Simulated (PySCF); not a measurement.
## Finite-field polarisability of Ni (nickel, neutral)

[Ar] 3d8 4s2, high-spin 3F determinant. Calculation: PySCF 2.14, in x2c-TZVPPall with one added diffuse shell each of s, p, d, f type (7s6p5d3f1g, 80 functions); scalar relativity by spin-free X2C-1e. Frozen: [Ar]. Energy changes in a uniform field (μhartree):

```csv
axis,F (au),HF,MP2,CCSD,CCSD(T)
x,0.0018,-100.401,-71.924,-79.042,-76.907
x,0.0036,-401.997,-287.884,-316.412,-307.857
y,0.0018,-100.401,-71.924,-79.042,-76.907
y,0.0036,-401.997,-287.884,-316.412,-307.857
z,0.0018,-100.401,-71.924,-79.042,-76.907
z,0.0036,-401.997,-287.884,-316.412,-307.857
```

(1) Derive α along x at CCSD(T) from the two fields.

(2) And the mean polarisability at each level?

## Answers

(1) With ΔE = −αF²/2 − γF⁴/24, α = −(16 ΔE(F) − ΔE(2F))/(6F²) = 47.46 bohr³.

(2) HF 61.96, MP2 44.39, CCSD 48.78, CCSD(T) 47.46 bohr³. Reference: 49 ± 3 bohr³ (recommended; Schwerdtfeger and Nagle, table of static dipole polarizabilities (2023 update)).
